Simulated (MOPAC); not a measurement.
MOPAC input (PM3):

```
PM3 FORCE THERMO(298,298) PRECISE LET CHARGE=-1 GEO-OK AUX(PRECISION=9) THREADS=1
C4H9O

C    -1.57667838 1   -0.81495575 1   -0.34081986 1
C    -0.48049746 1    0.06181007 1    0.22860084 1
C    -0.47391770 1    1.41283828 1   -0.45121181 1
C     0.94683540 1   -0.64181229 1    0.08028514 1
O     1.91260950 1   -0.04300055 1    0.72611741 1
H    -2.56864437 1   -0.34644111 1   -0.26380106 1
H    -1.63044164 1   -1.77870818 1    0.18295594 1
H    -1.40506334 1   -1.03416669 1   -1.40395528 1
H    -0.67323634 1    0.21479592 1    1.31574352 1
H    -0.33900039 1    1.31858898 1   -1.53779022 1
H     0.35353670 1    2.02563666 1   -0.07057642 1
H    -1.40884616 1    1.96943198 1   -0.28897418 1
H     0.78397280 1   -1.70648286 1    0.41089267 1
H     1.12661207 1   -0.72719326 1   -1.02839650 1
```

From the output:

```
     H   14   0.586133   4.142177

          HEAT OF FORMATION =     -57.789791 KCALS/MOLE

          ZERO POINT ENERGY      75.726 KCAL/MOL

           NORMAL COORDINATE ANALYSIS (Total motion = 1 Angstrom)

   Root No.       1         2         3         4         5         6         7         8

                 1 A       2 A       3 A       4 A       5 A       6 A       7 A       8 A

                  95.3     167.9     182.8     282.6     367.6     437.9     513.3     774.2

           1   -0.0131   -0.0023    0.0043   -0.0217   -0.0063   -0.0007    0.0665    0.0047
           2    0.0265    0.0003   -0.0047    0.0026    0.0562    0.0189    0.0105   -0.0068
           3   -0.0208   -0.0108    0.0031    0.0379    0.0313   -0.0080   -0.0197   -0.0182
           4   -0.0129   -0.0022    0.0046   -0.0237   -0.0035    0.0025    0.0516    0.0131
           5   -0.0150   -0.0028    0.0003   -0.0245   -0.0217   -0.0322   -0.0380   -0.0202
           6    0.0122    0.0020    0.0052   -0.0200   -0.0264    0.0632   -0.0039   -0.0664
           7    0.0271    0.0043   -0.0005    0.0305   -0.0500   -0.0210   -0.0210   -0.0031
           8   -0.0305   -0.0053    0.0019   -0.0455   -0.0045   -0.0252   -0.0091   -0.0247
           9    0.0022    0.0117    0.0099   -0.0390    0.0135   -0.0272   -0.0023   -0.0174
          10   -0.0120   -0.0005   -0.0023   -0.0001    0.0286    0.0147   -0.0448   -0.0085
          11   -0.0492    0.0016    0.0061    0.0230   -0.0282    0.0302   -0.0081    0.0611
          12    0.0355    0.0002   -0.0030   -0.0307   -0.0214    0.0225   -0.0148    0.0900
          13    0.0095    0.0004   -0.0045    0.0038    0.0335    0.0093   -0.0421    0.0006
          14    0.0668    0.0058   -0.0037    0.0390   -0.0112   -0.0067    0.0317   -0.0091
          15   -0.0274   -0.0025   -0.0139    0.0474   -0.0083   -0.0248    0.0421   -0.0112
          16   -0.0160   -0.0096   -0.0014    0.0278    0.0731   -0.0248    0.0735    0.1394
          17    0.0274    0.1651    0.0869    0.0287    0.0996    0.0363    0.0339    0.0107
          18   -0.0230   -0.1236   -0.0601    0.0455    0.0438   -0.0317   -0.0322    0.0383
          19   -0.0419   -0.0054    0.0077   -0.0364   -0.0746   -0.0540    0.0148   -0.0278
          20    0.0366    0.0127    0.0005    0.0108    0.0866    0.0390    0.0313    0.0097
          21   -0.0425    0.1818    0.1142    0.0785    0.0673   -0.0404   -0.0327    0.0393
          22    0.0187    0.0087    0.0067   -0.0551   -0.0199    0.0765    0.1183   -0.0934
          23    0.0491   -0.1760   -0.1069   -0.0097    0.0727    0.0449    0.0328    0.0092
          24   -0.0237   -0.1028   -0.0483    0.0472    0.0456   -0.0307   -0.0333    0.0352
          25   -0.0464   -0.0074    0.0047   -0.0145    0.0006   -0.0172    0.0870   -0.0133
          26   -0.0111   -0.0062   -0.0001   -0.0417   -0.0370   -0.0197   -0.0508   -0.0143
          27    0.0273    0.0020    0.0047   -0.0321   -0.0359    0.0726   -0.0249   -0.0448
          28    0.0649   -0.0838    0.1492    0.0695   -0.0674   -0.0650   -0.0694    0.0093
          29   -0.0360    0.0375   -0.0575   -0.0518    0.0036   -0.0985   -0.0346    0.0388
          30   -0.0171    0.0772   -0.0921   -0.0597    0.0257   -0.0593   -0.0001    0.0207
          31    0.0284   -0.0007    0.0079    0.0319   -0.0504   -0.0232   -0.0224   -0.0015
          32   -0.0637   -0.0108    0.0072   -0.0985    0.0513   -0.0032    0.0876    0.0042
          33    0.0285   -0.1029    0.2033   -0.0235    0.0290   -0.0695    0.0009    0.0238
          34    0.0204    0.1023   -0.1625    0.0428   -0.0889   -0.0032   -0.0751   -0.0532
          35   -0.0072   -0.0456    0.0592   -0.0106   -0.0427    0.0367   -0.0398   -0.1194
          36   -0.0145    0.0685   -0.0778   -0.0574    0.0259   -0.0611    0.0001    0.0257
          37    0.0665    0.0004   -0.0101    0.0032    0.0378   -0.0103   -0.0349   -0.0183
          38   -0.1042    0.0014    0.0110    0.0256   -0.0336    0.0514   -0.0168    0.0588
          39    0.1372   -0.0002   -0.0063   -0.1065   -0.0054   -0.0567   -0.0388    0.1112
          40   -0.1146   -0.0023   -0.0040    0.0491    0.0294    0.0276   -0.0468   -0.0239
          41   -0.1394    0.0034    0.0147    0.0586   -0.0446    0.1185   -0.0154    0.0341
          42    0.0160    0.0018    0.0024   -0.0264   -0.0297    0.0712   -0.0219    0.0717

   Root No.       9        10        11        12        13        14        15        16

                 9 A      10 A      11 A      12 A      13 A      14 A      15 A      16 A

                 924.1     945.8     960.9     983.4    1081.0    1108.7    1130.6    1155.5

           1    0.0085   -0.0265    0.0398    0.0125    0.0041    0.0015   -0.0424    0.0089
           2    0.0050    0.0153    0.0390   -0.0184   -0.0138   -0.0074    0.0128   -0.0111
           3    0.0024   -0.0101   -0.0118   -0.0296   -0.0133    0.0023   -0.0291    0.0188
           4   -0.0019    0.0148   -0.0123   -0.0028    0.0007    0.0007    0.0404   -0.0135
           5    0.0145   -0.0035    0.0217   -0.0067    0.0068    0.0171    0.0018    0.0244
           6    0.0050    0.0017    0.0016    0.0025    0.0280   -0.0107    0.0135   -0.0462
           7   -0.0152    0.0403   -0.0284   -0.0054    0.0073    0.0018   -0.0121    0.0064
           8   -0.0236   -0.0057   -0.0319    0.0250   -0.0186   -0.0172   -0.0183   -0.0240
           9    0.0145    0.0107    0.0012    0.0263   -0.0156    0.0116    0.0133    0.0290
          10    0.0092   -0.0005    0.0011   -0.0012    0.0115   -0.0054   -0.0034   -0.0004
          11    0.0482   -0.0009   -0.0135   -0.0103    0.0141   -0.0296   -0.0048    0.0028
          12   -0.0212   -0.0020    0.0032   -0.0017   -0.0339    0.0201   -0.0071    0.0065
          13   -0.0019   -0.0002   -0.0031   -0.0033   -0.0074   -0.0005    0.0054   -0.0009
          14   -0.0119    0.0004    0.0032    0.0023   -0.0023    0.0211    0.0004   -0.0043
          15    0.0057    0.0016   -0.0025    0.0006    0.0050   -0.0130    0.0045    0.0007
          16   -0.0212   -0.0425    0.0051    0.2109    0.1058    0.0084   -0.0004   -0.0161
          17   -0.0059   -0.0366   -0.0498    0.0229    0.0167    0.0015   -0.0094    0.0245
          18   -0.0063    0.0165    0.0295    0.0464    0.0221    0.0001    0.0082   -0.0192
          19    0.0342    0.0745    0.2671   -0.0710   -0.0646   -0.0353   -0.0217   -0.0384
          20   -0.0060   -0.0261   -0.0514    0.0199    0.0168    0.0070    0.0079    0.0083
          21   -0.0085    0.0184    0.0272    0.0482    0.0261   -0.0034    0.0187   -0.0252
          22    0.0212   -0.1461   -0.1146   -0.1043   -0.0399    0.0322   -0.1792    0.1251
          23   -0.0063   -0.0371   -0.0483    0.0225    0.0227    0.0091   -0.0013    0.0205
          24   -0.0093    0.0189    0.0174    0.0447    0.0257   -0.0031    0.0242   -0.0197
          25    0.0241   -0.0596   -0.0865   -0.0818   -0.0905    0.0134    0.3671   -0.0053
          26   -0.0831   -0.0683    0.0501   -0.0347    0.1762    0.0816    0.1738    0.1857
          27   -0.0586   -0.0069    0.0491    0.0171    0.1562    0.0210   -0.0176    0.0385
          28   -0.0361   -0.1200   -0.0055   -0.0093   -0.0064   -0.0379    0.0062   -0.0770
          29   -0.1119   -0.1421   -0.0239   -0.0712    0.0395   -0.0741   -0.0418   -0.1546
          30   -0.0367   -0.0169   -0.0018   -0.0376    0.0305   -0.0098   -0.0078   -0.0250
          31   -0.0171    0.0352   -0.0289   -0.0074    0.0086    0.0002   -0.0100    0.0026
          32   -0.0737    0.2483   -0.1163   -0.0500    0.0520    0.0067   -0.0808    0.0208
          33   -0.0349   -0.0255    0.0017   -0.0387    0.0306   -0.0106   -0.0025   -0.0313
          34    0.0312   -0.0625   -0.0057    0.0835   -0.0558   -0.0102    0.0231   -0.0030
          35    0.0654    0.0003   -0.0292    0.1730   -0.1122    0.0022    0.0189    0.0507
          36   -0.0298   -0.0252    0.0063   -0.0410    0.0277   -0.0049    0.0005   -0.0228
          37    0.0132    0.0006    0.0024   -0.0015    0.0101   -0.2581   -0.0115    0.0814
          38    0.0295   -0.0028   -0.0087   -0.0087    0.0103    0.1213    0.0029   -0.0406
          39    0.2097   -0.0063   -0.0542   -0.0308    0.0715    0.0352   -0.0099   -0.0537
          40   -0.0284   -0.0098    0.0126   -0.0037   -0.0310    0.3128   -0.0508   -0.0711
          41   -0.1454   -0.0050    0.0451    0.0138   -0.0484   -0.0505    0.0249    0.0469
          42   -0.1220   -0.0022    0.0345    0.0130   -0.0558   -0.0966    0.0278    0.0514

   Root No.      17        18        19        20        21        22        23        24

                17 A      18 A      19 A      20 A      21 A      22 A      23 A      24 A

                1217.1    1241.0    1294.8    1334.4    1387.5    1400.0    1410.6    1414.3

           1    0.0157   -0.0036   -0.0033    0.0072    0.0272   -0.0419    0.0326   -0.0186
           2   -0.0161    0.0078   -0.0081    0.0016   -0.0046   -0.0001    0.0027   -0.0267
           3   -0.0157   -0.0024    0.0040    0.0019    0.0033    0.0016    0.0088    0.0215
           4   -0.0536   -0.0107    0.0529    0.0059    0.0020    0.0241   -0.0315    0.0139
           5    0.0605   -0.0297    0.0385   -0.0097    0.0217    0.0068   -0.0239    0.0063
           6    0.0318    0.0038    0.0012   -0.0135    0.0007   -0.0018   -0.0004    0.0009
           7    0.0126    0.0025   -0.0042   -0.0060   -0.0260   -0.0161    0.0211    0.0002
           8   -0.0212    0.0073    0.0041   -0.0111   -0.0367    0.0067    0.0286   -0.0110
           9   -0.0112    0.0029   -0.0034    0.0009   -0.0082   -0.0173   -0.0199    0.0028
          10    0.0066   -0.0013    0.0020    0.0211    0.0063    0.0057   -0.0057    0.0007
          11   -0.0132    0.0240   -0.0048   -0.0196    0.0013   -0.0040    0.0035   -0.0018
          12    0.0037    0.0246    0.0050   -0.0264    0.0098   -0.0023   -0.0019   -0.0006
          13   -0.0058   -0.0325   -0.0146   -0.0310   -0.0023   -0.0065    0.0062   -0.0014
          14   -0.0002   -0.0024    0.0020    0.0074    0.0002    0.0018   -0.0015    0.0009
          15   -0.0035   -0.0108   -0.0010    0.0026   -0.0011    0.0007   -0.0004    0.0003
          16    0.1482    0.0168   -0.0738   -0.0563   -0.0790    0.1054   -0.0432    0.0566
          17    0.0298    0.0034   -0.0028   -0.0125    0.0089    0.0233    0.0363    0.2873
          18    0.0209    0.0081   -0.0266   -0.0153   -0.0481    0.0438   -0.0491   -0.1581
          19   -0.0213    0.0514   -0.1243   -0.0272   -0.0930    0.0925   -0.0424    0.1361
          20    0.0050   -0.0116    0.0344    0.0118    0.0347   -0.0434    0.0192   -0.0760
          21    0.0166    0.0017   -0.0067    0.0047   -0.0268   -0.0054   -0.0982   -0.1904
          22    0.0321   -0.0078   -0.0661   -0.0296   -0.0928    0.1062   -0.1035   -0.0711
          23    0.0293   -0.0021   -0.0065   -0.0019   -0.0107    0.0101   -0.0549    0.1014
          24    0.0009   -0.0029    0.0257    0.0131    0.0408   -0.0467    0.0239    0.0879
          25    0.1455    0.0614   -0.0916   -0.0055   -0.0099   -0.0271    0.0429   -0.0168
          26   -0.1134    0.0653   -0.0721    0.0014   -0.0161   -0.0161    0.0318   -0.0166
          27   -0.1432    0.0304   -0.0037   -0.0042   -0.0165    0.0054    0.0015    0.0011
          28   -0.0406    0.0228   -0.0462    0.0273    0.0726   -0.0280   -0.2029    0.0079
          29   -0.0307    0.0253   -0.0657    0.0399    0.0361   -0.0914   -0.0569    0.0500
          30    0.0049    0.0053   -0.0237    0.0145   -0.0037   -0.0559    0.0398    0.0318
          31    0.0108    0.0047   -0.0105   -0.0017   -0.0068   -0.0007    0.0194   -0.0027
          32    0.0519    0.0384   -0.1422    0.0510    0.1510    0.0193   -0.0869   -0.0047
          33    0.0116   -0.0005   -0.0045    0.0058    0.0835    0.1706    0.2034   -0.0365
          34   -0.0674    0.0253   -0.0591    0.0421    0.1714    0.1787    0.0369   -0.0422
          35   -0.0998    0.0353   -0.0909    0.0594    0.0526   -0.0575   -0.0048    0.0366
          36    0.0145   -0.0055    0.0285   -0.0214    0.0145    0.0898    0.0159   -0.0375
          37    0.0650    0.2595    0.0846    0.0793   -0.0092    0.0067   -0.0085   -0.0055
          38   -0.0387   -0.1267   -0.0471   -0.0377    0.0069   -0.0042    0.0047    0.0008
```

The dipole moment of an ion depends on the origin.
